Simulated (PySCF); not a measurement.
Species: C6H5F2O2 (doublet state).
SMILES with atom numbers: `[CH:1]#[C:2][C@@H:3]1[CH2:4][O:5][C:6]([F:7])[O:8][C@@H:9]1[F:10]` (hydrogens: H11 on C1; H12 on C3; H13, H14 on C4; H15 on C9)

Cartesian coordinates in Å at the GFN2-xTB level; atoms count from 1:
```
atom  x, y, z in Å
C1     2.897   -0.733   -0.235
C2     1.777   -0.316   -0.170
C3     0.411    0.163   -0.096
C4    -0.205   -0.107    1.278
O5    -1.591    0.287    1.297
C6    -2.215    0.468    0.139
F7    -2.545    1.788   -0.073
O8    -1.809   -0.103   -1.019
C9    -0.490   -0.554   -1.109
F10   -0.472   -1.904   -0.854
H11    3.883   -1.086   -0.289
H12    0.379    1.237   -0.319
H13    0.287    0.469    2.066
H14   -0.143   -1.175    1.513
H15   -0.169   -0.436   -2.153
```

The hyperfine couplings belong to this conformer and change with its torsions.

Method used: UKS B3LYP, pcH-1 on C F H O, non-relativistic, mean-field spin-orbit, GIAO in PySCF. The structure is a single GFN2-xTB conformer in the gas phase; no vibrational or solvent corrections. Couplings are sensitive to structure, and on GFN2-xTB geometries they can be far from those on DFT ones. Stability of the SCF solution: not tested.

(1) Break the g tensor into its mass correction, gauge correction and orbital-Zeeman/spin–orbit terms.

(2) What are the electron Larmor frequencies g μB B/h along the three axes at 1200 mT?

(3) At 34.16 GHz, how far is the centre of the isotropic spectrum from where a free electron (g = 2.002319) resonates?

(4) What effective moment and Curie constant follow for a powder?

(5) In a frozen sample, at which fields do the three g values resonate at 9.5, 34, 94 and 263 GHz (hyperfine left aside), and which band first spreads them over more than twice a line width of 1.0 mT?

## Answers

(1) 
```json
{"Δg (ppm)": "relativistic mass correction", "1": "-260", "2": "-260", "3": "-260"}
{"Δg (ppm)": "gauge correction", "1": "24", "2": "-65", "3": "-30"}
{"Δg (ppm)": "orbital Zeeman/spin–orbit", "1": "-189", "2": "1815", "3": "1831"}
{"Δg (ppm)": "total", "1": "-425", "2": "1490", "3": "1541"}
```

So g = 2.00189, 2.00381, 2.00386 and g_iso = 2.00319; the tensor is close to axial: the two nearest values differ by 3 % of g3 − g1. 

(2) 33.6228, 33.6550, 33.6558 GHz for g1, g2 and g3, a range of 33.0 MHz.

(3) B = hν/(g μB) with μB/h = 13.99624 MHz/mT gives 1218.91 mT for the free electron and 1218.39 mT at g_iso, 0.53 mT lower.

(4) With the mean of g² = 4.0128 and S(S+1) = 0.75: μ_eff = √(⟨g²⟩S(S+1)) = 1.735 μB and χT = 0.12505·⟨g²⟩·S(S+1) = 0.376 cm³ K/mol (cgs; spin-Hamiltonian part alone).

(5) 
| band | GHz | B(g3) mT | B(g2) mT | B(g1) mT | spread mT |
| --- | --- | --- | --- | --- | --- |
| X | 9.5 | 338.72 | 338.73 | 339.06 | 0.33 |
| Q | 34.0 | 1212.27 | 1212.30 | 1213.46 | 1.19 |
| W | 94.0 | 3351.57 | 3351.66 | 3354.87 | 3.29 |
| J | 263.0 | 9377.28 | 9377.52 | 9386.48 | 9.21 |

The spread grows in proportion to the frequency. W band is the first where it exceeds 2.0 mT.

Largest spin populations (Mulliken): C6 (+0.80) and F7 (+0.07). C6 is the only atom above +0.15. The angles at C6 add up to 345.5°, so it is pyramidal.

The HOMO–LUMO gaps are 5.84 eV among the α and 6.87 eV among the β orbitals.
